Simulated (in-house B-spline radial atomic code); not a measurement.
A run on F (an excited or competing configuration) that did not converge. Method: non-relativistic TPSSh, spin-polarised, spherical fractional occupations, exact exchange averaged over the configuration, point nucleus; computed with a B-spline radial code for spherical atoms.

Command:
```bash
python run_scf.py task.json out
```
Settings:
```
Z                9
configuration    [He] 2s1 2p5 3d1
hamiltonian      nr
method           tpssh
spin_polarised   True
exact_exchange   averaged over the configuration
```

First and last ten iterations of the last attempt (damped for 15 steps, keeping 80 % of the old Fock matrix, then DIIS):
```
 iter        energy (Eh)    residual
    1         -98.440851    1.49e-02
    2         -98.441804    4.98e-04
    3         -98.441813    3.44e-04
    4         -98.441818    2.56e-04
    5         -98.441822    2.09e-04
    6         -98.441824    1.85e-04
    7         -98.441826    1.60e-04
    8         -98.441827    1.37e-04
    9         -98.441828    1.15e-04
   10         -98.441829    9.66e-05
  111         -98.441833    1.03e-06
  112         -98.441833    1.03e-06
  113         -98.441833    4.64e-07
  114         -98.441833    7.80e-07
  115         -98.441833    4.26e-07
  116         -98.441833    3.31e-07
  117         -98.441833    2.55e-07
  118         -98.441833    4.18e-07
  119         -98.441833    4.23e-07
  120         -98.441833    4.25e-07
 not converged after 120 iterations
```

The smallest residual met was 2.3e-07; the threshold is about 1e-07. Over the last five steps the energy moves by less than 1e-08 hartree, but the orbitals didn't meet the threshold. Time taken, with all properties: 2 s on 1 thread of Intel(R) Xeon(R) 6975P-C (shared host).
